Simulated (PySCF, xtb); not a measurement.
GaF2Br, SMILES [Ga]([Br])([F])[F].

Harmonic wavenumbers (cm⁻¹) from GFN2-xTB run with xtb 6.7.1 at its own minimum, in rising order: 89, 119, 124, 284, 463, 485.

Question: What does PBE0-D3(BJ)/def2-SVP (PySCF 2.14.0) give at its own minimum? (The exact figures need the calculation; the answer reports its results.)

Answer: 130, 172, 186, 328, 713, 760. Paired by order, the mean absolute difference is 121 cm⁻¹ and the zero-point energies are 2.2 and 3.3 kcal/mol.
